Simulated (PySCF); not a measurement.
Species: C2H6O2Si.
Structure used (GFN2-xTB), in Å, numbered top down from 1:
```xyz
11
C2H6O2Si angstrom
C     -1.9087    0.1778    0.4950
C     -0.5616    0.2548   -0.1687
O     -0.3510    0.7309   -1.2513
O      0.4053   -0.2684    0.5749
Si     1.9946   -0.3162    0.0864
H     -2.1496   -0.8636    0.6976
H     -2.6649    0.6185   -0.1475
H     -1.8707    0.7053    1.4456
H      2.5372   -0.9742    1.2667
H      2.4770    1.0457   -0.1066
H      2.0979   -1.1080   -1.1331
```

The calculation used TDDFT PBE0/def2-SVPD, vertical, gas phase, core orbitals frozen in the response in PySCF 2.14.0, density-fitted response routines.

Transition dipole moments from the ground state, in atomic units and in the frame of the coordinates above (overall signs are arbitrary), for the states with f of 0.002 or more among the lowest 8:

```json
{"state": "S2", "E (eV)": "7.117", "μx": "-0.444", "μy": "0.069", "μz": "0.018"}
{"state": "S3", "E (eV)": "7.839", "μx": "0.024", "μy": "0.129", "μz": "0.061"}
{"state": "S4", "E (eV)": "7.898", "μx": "-0.218", "μy": "0.084", "μz": "-0.097"}
{"state": "S6", "E (eV)": "8.168", "μx": "0.517", "μy": "-0.193", "μz": "0.217"}
{"state": "S7", "E (eV)": "8.309", "μx": "0.613", "μy": "-0.168", "μz": "0.128"}
{"state": "S8", "E (eV)": "8.458", "μx": "-0.065", "μy": "0.055", "μz": "-0.094"}
```

Work out the oscillator strengths.

f = (2/3) ΔE |μ|² with ΔE in hartree (27.2114 eV).

| state | \|μ\|² (au) | \|μ\| (D) | f |
| --- | --- | --- | --- |
| S2 | 0.202 | 1.14 | 0.035 |
| S3 | 0.021 | 0.37 | 0.004 |
| S4 | 0.064 | 0.64 | 0.012 |
| S6 | 0.352 | 1.51 | 0.070 |
| S7 | 0.421 | 1.65 | 0.086 |
| S8 | 0.016 | 0.32 | 0.003 |

The point group is Cs. Which irreducible representation does each state belong to?

The ground state is totally symmetric, so the direction of μ fixes the label. Polarised normal to the mirror plane, so A″: S3. Polarised in the mirror plane, so A′: S2, S4, S6, S7 and S8.

Which bond between heavy atoms lies closest to the direction of the S7 transition dipole?

C2–O4, at 26° from it; next O4–Si5 at 31°.

What angle do the transition dipoles of S2 and S4 make?

|cos θ| = |μa·μb| / (|μa| |μb|) = 0.89, so θ ≈ 28° (taken between 0 and 90°, since the signs are arbitrary).

How is the summed strength of these states shared among x, y and z?

(2/3) Σ ΔE μα² gives 0.175 for x, 0.019 for y and 0.017 for z, 0.211 in all.

What peak molar absorption coefficient would the strongest computed level give as a lone Gaussian band 0.3 eV wide at half height?

ε(max) = 2.175×10⁸ f / FWHM, with the width in cm⁻¹. S7: 2.175×10⁸ × 0.0856 / 2420 ≈ 7700 L mol⁻¹ cm⁻¹.

One conformer stands for the species.
